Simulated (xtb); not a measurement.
BiF₂Cl, SMILES [F][Bi]([F])[Cl]. All values are semi-empirical tight-binding results from xtb (GFN2-xTB unless named), good for trends rather than for accurate numbers. Coordinates come from a GFN2-xTB optimisation.

Optimised geometry:

Bonds (Å): Bi1–F2 2.041, Bi1–F3 2.041, Bi1–Cl4 2.439. Angles (°): F2–Bi1–F3 92.0, F2–Bi1–Cl4 93.5, F3–Bi1–Cl4 93.5.
Charge 0, spin multiplicity 1.

For metal compounds this method's bond lengths and energies can be far off.

```yaml
point_group_as_xtb_finds_it: Cs
orbital_gap: 5.92 eV
zero_point_energy: 2.2 kcal/mol
G − E(el) at 298.15 K (modified RRHO): -18.2 kcal/mol
```

Computed atomic charges and the Wiberg bond orders between heavy atoms:
charges (e) Bi1 1.10, F2 -0.40, F3 -0.40, Cl4 -0.30. Bond orders Bi1–F2 0.83, Bi1–F3 0.83, Bi1–Cl4 0.91.
